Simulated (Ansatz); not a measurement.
B₆N₇H₂₀²⁺, a cluster cut from zinc blende BN (hydrogen-capped). Charge 2, multiplicity 2. Geometry r2SCAN-D4/def2-SVP, that of the charge +1 singlet; atoms count from 1.

| atom | x (Å) | y (Å) | z (Å) |
| --- | --- | --- | --- |
| N1 | -0.5563 | -0.8820 | 2.1254 |
| N2 | -0.5191 | -0.2099 | -2.6189 |
| N3 | 0.5907 | -1.5576 | -0.0305 |
| N4 | -1.3913 | -0.0118 | -0.1349 |
| N5 | -0.2345 | 1.5403 | 1.5576 |
| N6 | 0.8839 | 0.8616 | -0.6561 |
| N7 | 1.7469 | 0.0020 | 1.5976 |
| B8 | -1.8143 | -0.2620 | -1.6866 |
| B9 | -0.8412 | -1.2601 | 0.5849 |
| B10 | 0.4034 | 0.3491 | 2.3459 |
| B11 | 0.7336 | 0.7168 | -2.2703 |
| B12 | 1.5904 | -0.3268 | 0.0277 |
| B13 | -0.4849 | 1.2498 | -0.0224 |
| H14 | -0.2135 | -1.7031 | 2.6354 |
| H15 | -1.4579 | -0.7044 | 2.5812 |
| H16 | -0.8637 | 0.1554 | -3.5108 |
| H17 | -0.2144 | -1.1525 | -2.8696 |
| H18 | 1.0076 | -2.3974 | 0.3824 |
| H19 | 0.4684 | -1.8248 | -1.0112 |
| H20 | -2.3181 | 0.2015 | 0.2451 |
| H21 | -1.1212 | 1.8254 | 1.9865 |
| H22 | 0.3382 | 2.3857 | 1.6521 |
| H23 | 1.5106 | 1.6711 | -0.6316 |
| H24 | 2.2383 | -0.7623 | 2.0735 |
| H25 | 2.4088 | 0.7795 | 1.6953 |
| H26 | -2.3250 | -1.3656 | -1.7693 |
| H27 | -2.5513 | 0.6520 | -1.9980 |
| H28 | -1.5649 | -2.2305 | 0.5423 |
| H29 | 0.5812 | 0.5883 | 3.5222 |
| H30 | 1.7490 | 0.1998 | -2.7028 |
| H31 | 0.5207 | 1.8323 | -2.7013 |
| H32 | 2.6776 | -0.6022 | -0.4299 |
| H33 | -0.9777 | 2.2421 | -0.5107 |

Single mean-field runs in def2-TZVP are fitted with def2-universal-jkfit.

Problem. Estimate the Mulliken populations of the heavy atoms from the PBE0/def2-TZVP orbitals of Ansatz.

Solution. 
```
atom  charge (e)  spin (α − β)
  N1       -0.27          0.00
  N2       -0.32          0.01
  N3       -0.20          0.00
  N4       -0.06          0.01
  N5       -0.26          0.01
  N6       -0.06          0.01
  N7       -0.27          0.00
  B8       -0.21          0.15
  B9       -0.16          0.01
 B10       -0.10          0.00
 B11       -0.21          0.15
 B12       -0.16          0.01
 B13       -0.18          0.02
```
Mulliken values depend strongly on the basis.

Problem. Where does the spin sit?

Solution. Summed by element: N 0.05, B 0.34, H 0.61, of 1 unpaired in all. Largest on single atoms: H31 0.16, H27 0.16, B11 0.15.

Problem. And the Mayer bond orders between heavy atoms (over 0.3)?

Solution. N1–B9 0.84 (1.61 Å); N1–B10 0.85 (1.58 Å); N2–B8 0.87 (1.60 Å); N2–B11 0.87 (1.60 Å); N3–B9 0.84 (1.59 Å); N3–B12 0.84 (1.59 Å); N4–B8 0.82 (1.63 Å); N4–B9 0.85 (1.54 Å); N4–B13 0.85 (1.56 Å); N5–B10 0.86 (1.56 Å); N5–B13 0.84 (1.63 Å); N6–B11 0.82 (1.63 Å); N6–B12 0.85 (1.54 Å); N6–B13 0.85 (1.56 Å); N7–B10 0.85 (1.58 Å); N7–B12 0.84 (1.61 Å).
